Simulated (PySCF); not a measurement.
Predicted microwave data (PBE0/pcSseg-1 in PySCF (dipole) on a GFN2-xTB geometry, gas phase) for one isomer of C7H8F3P:

| Quantity | Value |
| --- | --- |
| Rotational constants | A = 2120, B = 634.9, C = 595.1 MHz |
| Dipole components | \|μa\| = 3.20 D, \|μb\| = 0.00 D, \|μc\| = 0.47 D |
| Inertial defect | -185.26 u·Å² |
| κ | -0.95 |

Task: Which candidate fits, each taken in the one conformer that was computed?
A. `[CH3:1][CH:2]1[CH:3]=[CH:4][P:5]([C:6]([F:7])([F:8])[F:9])[CH:10]=[CH:11]1` with C1–C2–C3–C4 -83°, C3–C4–P5–C6 -130°, C4–P5–C10–C11 34°, C1–C2–C11–C10 83°
B. `[CH3:1][CH2:2][p:3]1[cH:4][cH:5][c:6]([C:7]([F:8])([F:9])[F:10])[cH:11]1` with C1–C2–P3–C4 -48°
C. `[CH:1]#[C:2][P:3]([CH2:4][C:5]([F:6])([F:7])[F:8])[CH:9]1[CH2:10][CH2:11]1` with C2–P3–C4–C5 -171°, C2–P3–C9–C10 -163°
D. `[F:1][C:2]([F:3])([F:4])[CH2:5][P:6]1[CH:7]=[CH:8][CH2:9][CH:10]=[CH:11]1` with C2–C5–P6–C7 173°, C5–P6–C7–C8 134°, C7–C8–C9–C10 -34°, C8–C9–C10–C11 34°, C5–P6–C11–C10 -132°
E. `[CH:1]#[C:2][CH2:3][P:4]([CH2:5][CH3:6])[C:7]([F:8])=[C:9]([F:10])[F:11]` with C2–C3–P4–C5 63°, C3–P4–C5–C6 44°, C3–P4–C7–F8 10°
F. `[CH2:1]=[CH:2][C:3]1=[CH:4][CH2:5][P:6]([C:7]([F:8])([F:9])[F:10])[CH2:11]1` with C1–C2–C3–C4 177°, C3–C4–C5–P6 -9°, C4–C5–P6–C7 -84°, C5–P6–C11–C3 -11°, C2–C3–C11–P6 -172°

Result: A. It is CC1C=CP(C(F)(F)F)C=C1, a near-prolate asymmetric top, point group Cs. The candidates at the same level (rigid rotor, commonest isotopes):

```csv
SMILES,A (MHz),B (MHz),C (MHz),μa (D),μb (D),μc (D),Δ (u·Å²),point group,rotor
CCp1ccc(C(F)(F)F)c1,1871,564.9,539.9,3.29,0.48,0.67,-228.68,C1,near-prolate asymmetric top
FC(F)(F)CP1C=CCC=C1,2378,526.2,483.6,2.99,0.56,1.63,-127.89,C1,near-prolate asymmetric top
C#CCP(CC)C(F)=C(F)F,1788,550.5,504.5,1.22,0.84,0.88,-198.97,C1,near-prolate asymmetric top
CC1C=CP(C(F)(F)F)C=C1,2120,634.9,595.1,3.20,0.00,0.47,-185.26,Cs,near-prolate asymmetric top
C#CP(CC(F)(F)F)C1CC1,1325,727.2,539.1,1.89,0.47,1.35,-139.14,C1,asymmetric top
C=CC1=CCP(C(F)(F)F)C1,1651,685.5,617.5,2.15,1.36,0.14,-224.90,C1,asymmetric top
```

`C#CCP(CC)C(F)=C(F)F` has A 16 % too low; `C=CC1=CCP(C(F)(F)F)C1` has A 22 % too low; `CCp1ccc(C(F)(F)F)c1` has A 12 % too low; `C#CP(CC(F)(F)F)C1CC1` has A 38 % too low; `FC(F)(F)CP1C=CCC=C1` has C 19 % too low. In the right answer the mirror of this Cs structure is the ac plane, so μb vanishes by symmetry. No structure here is proved a minimum.
